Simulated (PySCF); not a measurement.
Simulation results for AlFH

Calculation on a computer-drawn molecule: vertical ionisation energy to the stated ion spin, frozen-core CCSD(T) at the basis limit and cheaper methods, single-reference cases, UHF for radicals, no spin-orbit; all values are single points at the evaluated structure, the first of each entry, which is the reference or a displaced copy of it and isn't optimised; the reference structure only sets the zero of the energies above reference; triples share is (T) over the correlation energy. Program: PySCF 2.14.0.

Common to all runs: charge 0; multiplicity 2; ion multiplicity 1; diffuse functions no; basis cc-pV(n+d)Z; reference is the Hartree-Fock double-zeta minimum; best is HF at quadruple zeta + MP2 correlation extrapolated from triple and quadruple zeta + CCSD(T) minus MP2 at triple zeta; basis step is the size of the change from the same recipe one zeta lower.

```json
{"entry": 1, "formula": "AlFH", "evaluated_structure": {"atoms_angstrom": [["F", -2.111, 0.4063, 4.0321], ["Al", -2.3384, 1.527, 2.8532], ["H", -3.3326, 1.2545, 1.8001]]}, "reference_structure": {"atoms_angstrom": [["F", -2.0485, 0.3934, 4.0666], ["Al", -2.2523, 1.5818, 2.9263], ["H", -3.2845, 1.25, 1.7629]]}, "given": {"drawn_bonds_atom": [1, 2], "drawn_bonds_other_atom": [2, 3], "drawn_bonds_order": [1, 1]}, "results": {"ionisation_energy_best [eV]": 8.311, "ionisation_energy_basis_step [eV]": 0.01408, "energy_above_reference_best [kcal/mol]": 2.768, "energy_above_reference_basis_step [kcal/mol]": 0.05078, "triple_zeta_method": ["HF", "PBE", "r2SCAN", "B3LYP", "wB97X", "MP2", "CCSD", "CCSD(T)"], "triple_zeta_ionisation_energy [eV]": [8.211, 8.309, 8.453, 8.444, 8.276, 8.215, 8.27, 8.261], "triple_zeta_energy_above_reference [kcal/mol]": [2.206, 3.511, 2.924, 2.866, 2.823, 2.465, 2.641, 2.738], "total_energy_HF_triple_zeta [hartree]": -342.0216, "total_energy_CCSD(T)_triple_zeta [hartree]": -342.3527, "total_energy_best [hartree]": -342.4152, "T1_diagnostic_at_triple_zeta": 0.01518, "D1_diagnostic_at_triple_zeta": 0.03742, "spin_squared_at_triple_zeta": 0.7544, "ion_T1_diagnostic_at_triple_zeta": 0.01781, "ion_D1_diagnostic_at_triple_zeta": 0.04134, "triples_share_at_triple_zeta": 0.02656, "basis_functions_triple_zeta": 83, "dipole_magnitude_HF_at_triple_zeta [debye]": 1.611, "dipole_magnitude_CCSD_unrelaxed_at_triple_zeta [debye]": 1.43, "dipole_magnitude_PBE_at_triple_zeta [debye]": 1.356, "dipole_magnitude_r2SCAN_at_triple_zeta [debye]": 1.386, "dipole_magnitude_B3LYP_at_triple_zeta [debye]": 1.493, "dipole_magnitude_wB97X_at_triple_zeta [debye]": 1.437}}
{"entry": 2, "formula": "AlFH", "evaluated_structure": {"atoms_angstrom": [["F", -2.111, 0.4063, 4.0321], ["Al", -2.3298, 1.4847, 2.8977], ["H", -3.324, 1.2122, 1.8446]]}, "reference_structure": {"atoms_angstrom": [["F", -2.0485, 0.3934, 4.0666], ["Al", -2.2523, 1.5818, 2.9263], ["H", -3.2845, 1.25, 1.7629]]}, "given": {"drawn_bonds_atom": [1, 2], "drawn_bonds_other_atom": [2, 3], "drawn_bonds_order": [1, 1]}, "results": {"ionisation_energy_best [eV]": 8.195, "ionisation_energy_basis_step [eV]": 0.008004, "energy_above_reference_best [kcal/mol]": 4.966, "energy_above_reference_basis_step [kcal/mol]": 0.1255, "triple_zeta_method": ["HF", "PBE", "r2SCAN", "B3LYP", "wB97X", "MP2", "CCSD", "CCSD(T)"], "triple_zeta_ionisation_energy [eV]": [8.084, 8.206, 8.345, 8.333, 8.16, 8.106, 8.156, 8.15], "triple_zeta_energy_above_reference [kcal/mol]": [3.387, 6.205, 4.983, 5.083, 4.941, 4.753, 4.64, 4.882], "total_energy_HF_triple_zeta [hartree]": -342.0197, "total_energy_CCSD(T)_triple_zeta [hartree]": -342.3493, "total_energy_best [hartree]": -342.4117, "T1_diagnostic_at_triple_zeta": 0.0146, "D1_diagnostic_at_triple_zeta": 0.0363, "spin_squared_at_triple_zeta": 0.7543, "ion_T1_diagnostic_at_triple_zeta": 0.01671, "ion_D1_diagnostic_at_triple_zeta": 0.03882, "triples_share_at_triple_zeta": 0.02598, "basis_functions_triple_zeta": 83, "dipole_magnitude_HF_at_triple_zeta [debye]": 1.287, "dipole_magnitude_CCSD_unrelaxed_at_triple_zeta [debye]": 1.141, "dipole_magnitude_PBE_at_triple_zeta [debye]": 1.091, "dipole_magnitude_r2SCAN_at_triple_zeta [debye]": 1.109, "dipole_magnitude_B3LYP_at_triple_zeta [debye]": 1.21, "dipole_magnitude_wB97X_at_triple_zeta [debye]": 1.144}}
```
